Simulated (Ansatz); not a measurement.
`COc1ccc(-c2ccc(-c3ccc(-c4ccc(-c5ccc(-c6ccc(-c7ccc(-c8ccc(C(F)=C(F)F)cc8)o7)o6)o5)o4)o3)o2)cc1` with charge -1. The state is a doublet with charge -1. Geometry r2SCAN-D4/def2-SVP, that of the neutral singlet; atoms count from 1.

Cartesian coordinates in Å:
```
C 12.674 2.030 4.015
O 11.674 1.095 4.355
C 10.475 1.185 3.734
C 10.147 2.149 2.768
C 8.876 2.150 2.191
C 7.905 1.200 2.555
C 6.587 1.204 1.954
C 5.462 0.415 2.111
C 4.470 0.924 1.233
C 5.048 1.999 0.584
C 4.576 2.914 -0.402
C 5.160 3.991 -1.047
C 4.179 4.508 -1.927
C 3.051 3.718 -1.768
C 1.759 3.750 -2.375
C 1.195 4.586 -3.326
C -0.125 4.124 -3.533
C -0.294 3.032 -2.696
C -1.401 2.160 -2.463
C -2.683 2.114 -2.987
C -3.333 1.019 -2.367
C -2.408 0.459 -1.502
C -2.458 -0.650 -0.609
C -1.530 -1.211 0.251
C -2.178 -2.305 0.875
C -3.463 -2.348 0.359
C -4.574 -3.215 0.600
C -4.747 -4.308 1.432
C -6.077 -4.752 1.232
C -6.645 -3.913 0.288
C -7.948 -3.842 -0.332
C -8.963 -4.760 0.005
C -10.215 -4.693 -0.592
C -10.508 -3.702 -1.554
C -11.839 -3.688 -2.141
F -12.691 -4.633 -1.694
C -12.354 -2.864 -3.077
F -13.583 -2.958 -3.527
F -11.695 -1.875 -3.648
C -9.492 -2.780 -1.893
C -8.242 -2.851 -1.294
O -5.721 -2.979 -0.090
O -3.631 -1.340 -0.544
O -1.236 1.152 -1.560
O 0.852 2.808 -1.995
O 3.296 2.749 -0.840
O 6.328 2.169 1.021
C 8.253 0.237 3.530
C 9.512 0.228 4.109
H 12.357 3.064 4.242
H 12.945 1.966 2.946
H 13.552 1.782 4.624
H 10.871 2.903 2.457
H 8.628 2.903 1.440
H 5.362 -0.434 2.784
H 3.456 0.562 1.080
H 6.176 4.350 -0.892
H 4.276 5.357 -2.600
H 1.683 5.430 -3.811
H -0.871 4.536 -4.211
H -3.098 2.794 -3.729
H -4.350 0.668 -2.523
H -0.511 -0.861 0.399
H -1.761 -2.986 1.615
H -4.002 -4.731 2.104
H -6.564 -5.592 1.722
H -8.769 -5.540 0.747
H -10.986 -5.414 -0.316
H -9.680 -1.999 -2.630
H -7.468 -2.130 -1.567
H 7.521 -0.516 3.836
H 9.786 -0.514 4.862
```

Single mean-field runs in def2-SVP are fitted with def2-universal-jkfit.

Q: Estimate the Mulliken populations of the heavy atoms from the PBE0/def2-SVP orbitals of Ansatz.

A: 
```tsv
atom	charge (e)	spin (α − β)
C1	0.11	0.00
O2	-0.35	0.00
C3	0.20	0.03
C4	-0.11	-0.02
C5	-0.02	0.04
C6	-0.01	-0.01
C7	0.18	0.05
C8	-0.09	-0.03
C9	-0.07	0.05
C10	0.15	-0.01
C11	0.15	0.07
C12	-0.07	-0.03
C13	-0.09	0.04
C14	0.16	0.01
C15	0.14	0.06
C16	-0.08	-0.02
C17	-0.09	0.02
C18	0.15	0.03
C19	0.15	0.05
C20	-0.08	0.00
C21	-0.08	0.01
C22	0.15	0.04
C23	0.14	0.05
C24	-0.07	0.01
C25	-0.08	0.00
C26	0.15	0.05
C27	0.15	0.04
C28	-0.08	0.01
C29	-0.09	-0.01
C30	0.17	0.06
C31	-0.01	0.03
C32	-0.04	0.05
C33	-0.03	-0.03
C34	-0.05	0.11
C35	0.18	-0.05
F36	-0.23	0.00
C37	0.29	0.09
F38	-0.17	0.00
F39	-0.17	0.00
C40	-0.03	-0.02
C41	-0.02	0.04
O42	-0.27	0.03
O43	-0.27	0.04
O44	-0.26	0.04
O45	-0.25	0.03
O46	-0.26	0.03
O47	-0.28	0.02
C48	-0.03	0.02
C49	-0.04	-0.02
```
Mulliken values depend strongly on the basis.

Q: Where does the spin sit?

A: Summed by element: C 0.81, O 0.19, F 0.01, H -0.01, of 1 unpaired in all. Largest on single atoms: C34 0.11, C37 0.09, C11 0.07.

Q: And the Mayer bond orders between heavy atoms (over 0.3, the first 40 of 56)?

A: C1–O2 0.96 (1.41 Å); O2–C3 1.09 (1.35 Å); C3–C4 1.31 (1.40 Å); C3–C49 1.33 (1.41 Å); C4–C5 1.36 (1.40 Å); C5–C6 1.34 (1.41 Å); C6–C7 1.10 (1.45 Å); C6–C48 1.32 (1.41 Å); C7–C8 1.49 (1.38 Å); C7–O47 1.09 (1.37 Å); C8–C9 1.23 (1.42 Å); C9–C10 1.43 (1.38 Å); C10–C11 1.12 (1.43 Å); C10–O47 1.12 (1.36 Å); C11–C12 1.42 (1.38 Å); C11–O46 1.12 (1.36 Å); C12–C13 1.25 (1.42 Å); C13–C14 1.45 (1.39 Å); C14–C15 1.11 (1.43 Å); C14–O46 1.10 (1.36 Å); C15–C16 1.44 (1.39 Å); C15–O45 1.10 (1.36 Å); C16–C17 1.28 (1.41 Å); C17–C18 1.44 (1.39 Å); C18–C19 1.12 (1.43 Å); C18–O45 1.11 (1.36 Å); C19–C20 1.44 (1.39 Å); C19–O44 1.10 (1.36 Å); C20–C21 1.26 (1.42 Å); C21–C22 1.39 (1.38 Å); C22–C23 1.14 (1.42 Å); C22–O44 1.12 (1.36 Å); C23–C24 1.40 (1.38 Å); C23–O43 1.12 (1.36 Å); C24–C25 1.26 (1.42 Å); C25–C26 1.44 (1.39 Å); C26–C27 1.12 (1.43 Å); C26–O43 1.09 (1.36 Å); C27–C28 1.44 (1.39 Å); C27–O42 1.11 (1.36 Å).
